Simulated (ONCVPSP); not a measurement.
**Reading a pseudo-wave (strontium (Sr))**

Columns: radius, all-electron u(r) and pseudo u(r) of the 4p shell (level -22.82 eV) of strontium in the configuration [Ar] 3d10 4s2 4p6 5s2; PBE, scalar-relativistic, ONCV scheme, ONCVPSP 4.0.1.

```csv
r (bohr),all-electron,pseudo
0.115,0.2423,0.0171
0.230,-0.1988,0.0670
0.345,-0.4366,0.1454
0.460,-0.3477,0.2458
0.575,-0.0948,0.3598
0.690,0.1909,0.4781
0.805,0.4432,0.5914
0.920,0.6382,0.6915
1.035,0.7731,0.7718
1.150,0.8540,0.8281
1.265,0.8902,0.8589
1.380,0.8917,0.8649
1.495,0.8681,0.8491
1.610,0.8272,0.8157
1.725,0.7754,0.7694
1.840,0.7175,0.7149
1.955,0.6573,0.6564
2.070,0.5971,0.5969
2.185,0.5389,0.5388
2.300,0.4837,0.4837
2.415,0.4322,0.4322
2.530,0.3848,0.3847
2.645,0.3415,0.3414
2.760,0.3022,0.3022
2.875,0.2669,0.2669
2.990,0.2354,0.2354
```

(1) How many radial nodes do the two functions have?

(2) At about which radius was the pseudo-wave matched?

(3) Where does each function peak?

(4) Is the pseudo-wave norm-conserving?

Results:

(1) The all-electron 4p function has n − l − 1 = 2; the pseudo-wave has 0, since the states of the same l below it are removed with the core.

(2) 2.30 bohr. The columns agree to 0.0005 from 2.07 bohr on; several derivatives are matched, so the curves merge somewhat inside the radius.

(3) Outermost all-electron maximum near 1.38 bohr, pseudo maximum near 1.38 bohr (to the table’s step).

(4) Yes: the ONCV scheme keeps the norm inside the radius equal to the all-electron one, which fixes the energy derivative of the logarithmic derivative at the level.
